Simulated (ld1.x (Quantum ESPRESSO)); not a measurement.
## Building the ultrasoft potential for Au (LDA (PZ), scalar-relativistic).

- Element: Au (Z = 79)
- Generator: ld1.x (Quantum ESPRESSO) 7.5
- Type: ultrasoft
- Functional: LDA (PZ)
- Relativity: scalar-relativistic
- Frozen core: [Xe] 4f14
- Valence charge: 11
- Reference configuration: 5d10 6s1 6p0
- Partial waves: 6s (bound): rcut 1.85, rcutus 2.00 bohr; 6s channel at 1.1 Ry: rcut 1.85, rcutus 2.00 bohr; 6p (bound, empty): rcut 3.25, rcutus 4.05 bohr; 6p channel at 3.3 Ry: rcut 3.25, rcutus 4.05 bohr; 5d (bound): rcut 1.50, rcutus 1.80 bohr; 5d channel at 2.8 Ry: rcut 1.50, rcutus 1.80 bohr
- Local potential: all-electron potential smoothed inside 1.75 bohr (lloc = -1)
- Core correction: none
- Augmentation charge: built from norm-conserving waves at rcut, not smoothed further

Problem. Does the generator finish with these settings?

Solution. Yes, a potential is produced and its reference levels are reproduced.

Problem. Does the potential have ghost states?

Solution. Ghost state, extra bound levels that the all-electron valence spectrum of the same l lacks: s at -128.3 eV (other channels not judged). A true bound ghost makes a file unfit for plane-wave use. The logarithmic derivative shows an extra or strongly shifted pseudo pole above the reference energy (p near 0.75 Ry).

Problem. Is the overlap operator S = 1 + Σ q|β⟩⟨β| positive definite (Bessel basis up to 400 Ry)?

Solution. Yes: its lowest eigenvalue is 0.03 (p channel).

Its largest configuration-test error is -2.5 meV (5d10 6s0 6p0). Test run stopped at test 2 of 9 (negative rho).
